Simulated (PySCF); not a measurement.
A homologous series of growing length: silicon-germanium chain silyl/silyl. All species are isolated molecules in the gas phase. One relaxed conformer stands for each flexible species; it need not be the lowest. Strings in code marks are SMILES.

Computed with PBE0-D3(BJ)/def2-TZVP // PBE-D3(BJ)/def2-SVP in PySCF. All candidates: neutral, multiplicity 1. Excitations are Tamm–Dancoff values on a coarser integration grid. The basis has no diffuse functions, so Rydberg states are missing or too high.

```yaml
T1 excitation (TDA): 4.73 eV
brightest of the four lowest singlets (TDA): 5.68 eV
S1 excitation (TDA): 5.68 eV
```

### Question
Name which member has these values.
A. `[SiH3][SiH2][GeH2][SiH3]` (Si–Si–Ge–Si torsion 179°)
B. `[SiH3][SiH2][GeH2][SiH2][GeH2][SiH2][GeH2][SiH3]`
C. `[SiH3][SiH2][GeH2][SiH2][GeH2][SiH3]`

### Answer
C, `[SiH3][SiH2][GeH2][SiH2][GeH2][SiH3]`. The others give `[SiH3][SiH2][GeH2][SiH3]` (Si–Si–Ge–Si torsion 179°): 5.25 eV, 6.39 eV, 6.39 eV; `[SiH3][SiH2][GeH2][SiH2][GeH2][SiH2][GeH2][SiH3]`: 4.46 eV, 5.24 eV, 5.24 eV
